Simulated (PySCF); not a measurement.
## CsBa: frontier orbitals

PBE0 at R = 5.008 Å; basis Cs x2c-TZVPall, Ba x2c-TZVPall; spin-free X2C with a Gaussian nucleus; PySCF 2.14. State: ²Σ⁺ (doublet), unpaired electrons σ ↑. Only the outer orbitals are listed, counted within each symmetry.

```
spin  orbital  occ.  ε (eV)  on Cs (%)            main shells (%)
   α      11π     1  -20.02          0                   100 Ba p
   α      11π     1  -20.02          0                   100 Ba p
   α      21σ     1  -19.98          0                   100 Ba p
   α      12π     1  -15.00        100                   100 Cs p
   α      12π     1  -15.00        100                   100 Cs p
   α      22σ     1  -14.94        100                   100 Cs p
   α      23σ     1   -3.71         22           78 Ba s, 17 Cs s
   α      24σ     1   -2.57         59  60 Cs s, 15 Ba p, 14 Ba s
   α      25σ     0   -1.07         34  62 Ba d, 19 Cs p, 11 Cs s
   α      13π     0   -1.07         28  60 Ba d, 18 Cs p, 12 Ba p
   α      13π     0   -1.07         28  60 Ba d, 18 Cs p, 12 Ba p
   β      11π     1  -19.97          0                   100 Ba p
   β      11π     1  -19.97          0                   100 Ba p
   β      21σ     1  -19.91          0                   100 Ba p
   β      12π     1  -14.94        100                   100 Cs p
   β      12π     1  -14.94        100                   100 Cs p
   β      22σ     1  -14.87        100                   100 Cs p
   β      23σ     1   -3.47         10                    88 Ba s
   β      24σ     0   -1.37         58   58 Cs s, 24 Ba p, 9 Ba d
   β      13π     0   -1.01         18  66 Ba d, 16 Ba p, 10 Cs p
   β      13π     0   -1.01         18  66 Ba d, 16 Ba p, 10 Cs p
```

Question: Which are the highest filled and the lowest empty level, where do they sit, and how wide is the gap?

Answer: Highest filled α 24σ at -2.57 eV (in %: 60 Cs s, 15 Ba p, 14 Ba s); lowest empty β 24σ at -1.37 eV (in %: 58 Cs s, 24 Ba p, 9 Ba d); the gap at PBE0 is 1.20 eV.

The bond order (Mayer) is 0.59 and the ⟨S²⟩ is 0.757. The charge on Cs (Mulliken, basis-dependent) is 0.09, the charge on Cs (Löwdin, basis-dependent) is -0.05 and the dipole moment (positive dipole means Cs(−)Ba(+)) is -2.80 D. The polarisability along the bond is 1279.4 bohr³ and the polarisability across the bond is 559.9 bohr³.

Spin–orbit coupling is left out. The state was picked by a PBE0 search and need not be the measured ground state.
